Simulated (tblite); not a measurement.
Compound: C₇H₁₇OP.
Bonds: C1–C2, C2–C3, C3–C4, C3–C5, C3–P6, P6–C7, P6–C8, P6–O9 (double). Hydrogens: H10, H11, H12 on C1; H13, H14 on C2; H15, H16, H17 on C4; H18, H19, H20 on C5; H21, H22, H23 on C7; H24, H25, H26 on C8.

A start from a force field or distance geometry was refined with tblite, GFN2-xTB geometry optimisation, gas phase. Values at the start:

```tsv
coordinate	start
C1–C2	1.509 Å
C1–H10	1.102 Å
C2–C3	1.510 Å
C2–H13	1.111 Å
C3–C4	1.480 Å
C3–P6	1.812 Å
C4–H15	1.105 Å
P6–C7	1.790 Å
P6=O9	1.522 Å
C7–H21	1.120 Å
C2–C3–C5	104.9°
C2–C3–P6	108.8°
C3–P6–C7	114.8°
C3–P6–O9	109.3°
C4–C3–P6	114.0°
C5–C3–P6	106.4°
C7–P6–C8	106.0°
C7–P6–O9	109.2°
C1–C2–C3–C4	-60°
C2–C3–P6–C7	-178°
```

**Question.** How do these coordinates change at the GFN2-xTB level?

**Answer.** 
| coordinate | GFN2-xTB (Å or °) | change |
| --- | --- | --- |
| C3–P6 | 1.875 | +0.063 |
| P6=O9 | 1.470 | -0.052 |
| P6–C7 | 1.838 | +0.048 |
| C3–C4 | 1.524 | +0.044 |
| C7–H21 | 1.084 | -0.036 |
| C2–C3 | 1.534 | +0.024 |
| C2–H13 | 1.095 | -0.016 |
| C4–H15 | 1.089 | -0.016 |
| C1–C2 | 1.524 | +0.015 |
| C1–H10 | 1.089 | -0.013 |
| C4–C3–P6 | 105.8 | -8.2 |
| C3–P6–C7 | 106.9 | -7.9 |
| C3–P6–O9 | 114.7 | +5.4 |
| C5–C3–P6 | 110.7 | +4.3 |
| C2–C3–C5 | 108.5 | +3.6 |
| C7–P6–C8 | 103.3 | -2.7 |
| C7–P6–O9 | 111.1 | +1.9 |
| C2–C3–P6 | 110.0 | +1.2 |
| C2–C3–P6–C7 | 159 | -23 |
| C1–C2–C3–C4 | -58 | +2 |

The energy falls by 1.129 eV over 160 L-BFGS steps, the largest force on an atom goes from 4.96 to 0.009 eV/Å, and the atoms move by 0.645 Å rms after alignment. The bond that changes most is C3–P6 (sp3 carbon bound to phosphorus to phosphoryl phosphorus), which lengthens by 0.063 Å. Bonds longer at the end by more than 0.005 Å: 8 of 25; shorter: 17. Among the dihedrals that turn most is H11–C1–C2–C3, from -110° to -52°. Rotational constants go from 1708, 1225, 1099 to 1639, 1219, 1058 MHz.

The run took 1.3 s on one thread, Arm Neoverse V2 (aarch64) (shared host).

Its GFN2-xTB frequencies are all real (lowest 61 cm⁻¹). The numbers are those of one conformer. 3 starts were optimised and ended at 0.00, 0.01 and 0.88 kcal/mol (GFN2-xTB); the lowest of these is shown.

These are computed values.
